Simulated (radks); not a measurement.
The numbers below are computed, except where a source is named.
Task: The carbon anion C4-, [Ne], held by a Watson sphere: a shell of charge +4 at radius R that stands for the Madelung well of a crystal (potential energy -4/R inside, -4/r outside, in hartree with lengths in bohr). Level of theory: non-relativistic Kohn-Sham, r2SCAN, spin-unpolarised, spherical densities, point nucleus; meta-GGA in the generalised Kohn-Sham scheme (a radial shooting solver on a logarithmic mesh with Libxc functionals).

R (bohr)  e(1s) (eV)  e(2s) (eV)  e(2p) (eV)  <r> 2p (bohr)  sum of <r^2> (bohr^2)  X-ray form factor at sin(theta)/lambda = 0.3 1/angstrom
1.85         -269.15     -17.763      -8.451          1.882                  32.86                                                    2.634
1.86         -269.18     -17.707      -8.415          1.888                  33.05                                                    2.627
2.34         -270.70     -15.317      -6.885          2.164                  42.70                                                    2.408
2.48         -271.07     -14.741      -6.508          2.243                  45.71                                                    2.385
2.67         -271.51     -14.045      -6.041          2.352                  49.94                                                    2.372
3.03         -272.13     -12.968      -5.285          2.559                  58.46                                                    2.379
3.82         -272.87     -11.502      -4.109          3.030                  80.01                                                    2.424

Estimate the row for R = 2.64 bohr.

Result: e(1s) (eV) -271.44; e(2s) (eV) -14.149; e(2p) (eV) -6.111; <r> 2p (bohr) 2.335; sum of <r^2> (bohr^2) 49.26; X-ray form factor at sin(theta)/lambda = 0.3 1/angstrom 2.373.
